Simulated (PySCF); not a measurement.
## Calculated NMR data

[PySCF: coordinates at the PBE0-D3(BJ)/def2-SVP level; J couplings at B3LYP/pcJ-1 (spin–dipole term left out of most H,H and C,H couplings); shieldings: GIAO PBE0/pcSseg-1; averaged over atoms made equivalent by symmetry, fast rotation or ring inversion; one computed conformer; relativity neglected; no solvent model]

Chemical shifts δ = σref − σ; TMS for $^{1}$H and $^{13}$C, all at this level. Multiplet labels drop J under 1 Hz and among equivalent protons, and merge close values. Unscaled 3J(H,H) run several per cent high. Splittings of carbon signals by F and P are missing where no couplings were computed. Where no couplings were computed, multiplicities follow the n + 1 count of equivalent neighbours, and m marks all less simple cases (inequivalent or close neighbours, rings, F or P nearby). One-bond C–F couplings are unscaled and too large by tens of Hz. Shifts are as computed. Against solution values, carbons near 30 ppm lie about +2 ppm off and those near 130 ppm about +5 ppm. Of 1309 compounds with measured shifts, 239 miss one by over three times the rms of a fit or turn the order of signals round; such compounds aren't used in these exercises.

**1.** SMILES CC(C)C1=NC=CC=P1, C7H10NP. $^{1}$H NMR (500 MHz, computed): δ 9.29 (m, 1H), 8.91 (m, 1H), 7.38 (m, 1H), 3.27 (m, 1H), 1.40 (d, 6H). $^{13}$C{$^{1}$H} NMR (computed): δ 216.3, 176.3, 152.9, 127.5, 44.7, 25.9.

**2.** `InChI=1S/C3H5F3O/c1-7-2-3(4,5)6/h2H2,1H3`. $^{1}$H NMR (500 MHz, computed): δ 3.49 (q, J = 9.3 Hz, 2H), 3.43 (q, J = 1.6 Hz, 3H). $^{13}$C{$^{1}$H} NMR (computed): δ 129.8 (q, J = 350.6 Hz), 71.9 (q, J = 35.3 Hz), 60.0.
